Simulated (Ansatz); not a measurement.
Mulliken charges of `OB(O)[SiH2]F` from PBE/def2-TZVPP in Ansatz (PBE0-D4/def2-TZVP geometry).

| atom | x (Å) | y (Å) | z (Å) | charge (e) |
| --- | --- | --- | --- | --- |
| O1 | 0.035 | 0.532 | 1.737 | -0.243 |
| B2 | 0.451 | 0.375 | 0.445 | 0.178 |
| O3 | 1.640 | 0.915 | 0.084 | -0.240 |
| Si4 | -0.605 | -0.664 | -0.951 | 0.362 |
| F5 | -0.537 | 0.056 | -2.384 | -0.287 |
| H6 | -0.829 | 0.164 | 1.927 | 0.210 |
| H7 | 2.071 | 1.383 | 0.808 | 0.194 |
| H8 | -0.093 | -2.051 | -1.117 | -0.079 |
| H9 | -2.044 | -0.756 | -0.566 | -0.094 |

**Question.** By hand: the dipole of these point charges (1 e Å = 4.8032 D).

**Answer.** Σ q r = (0.040, -0.003, 0.680) e Å, of length 0.681 e Å = 3.27 D.

**Question.** How does the dipole of the full density compare? (Best estimate.)

**Answer.** The calculation gave: (-0.087, -0.023, 0.535) e Å, 2.61 D; the point charges give 1.25 times that, at 13° from its direction.

Point charges leave out the atoms' own dipoles, such as those of lone pairs, and Mulliken's split depends on the basis, so the two needn't agree.
